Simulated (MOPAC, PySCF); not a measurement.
HBBr2, SMILES `BrBBr`, neutral singlet in the gas phase. 

Cartesian coordinates (Å):
SMILES: BrBBr
```xyz
4

Br     1.6555    -0.7448     0.0015
B     -0.0014     0.1664    -0.0009
Br    -1.6423    -0.7734     0.0037
H     -0.0117     1.3519    -0.0042
```
Charge 0, multiplicity 1.

All levels are single points at this geometry (PBE0-D4/def2-TZVP); Pople sets use spherical d functions. Orbital energies aren't observables, and empty levels follow the basis.

B3LYP/3-21G in PySCF gives HOMO (eV) = -7.92.

Q: Estimate the HOMO (eV) from each of these levels: PBE0-D4/def2-TZVP in PySCF; B3LYP/6-311+G** (LANL2DZ on Br) in PySCF; B3LYP/LANL2DZ in PySCF; BP86/6-31G* in PySCF; M06-2X/6-31G* in PySCF; PBE/6-31G* in PySCF; PM3 in MOPAC; PM6 in MOPAC.

A: 
```
level                                     HOMO (eV)
----------------------------------------  ---------
PBE0-D4/def2-TZVP in PySCF                    -8.54
B3LYP/6-311+G** (LANL2DZ on Br) in PySCF      -8.25
B3LYP/LANL2DZ in PySCF                        -8.25
BP86/6-31G* in PySCF                          -7.29
M06-2X/6-31G* in PySCF                        -9.74
PBE/6-31G* in PySCF                           -7.19
PM3 in MOPAC                                 -11.89
PM6 in MOPAC                                 -10.68
```
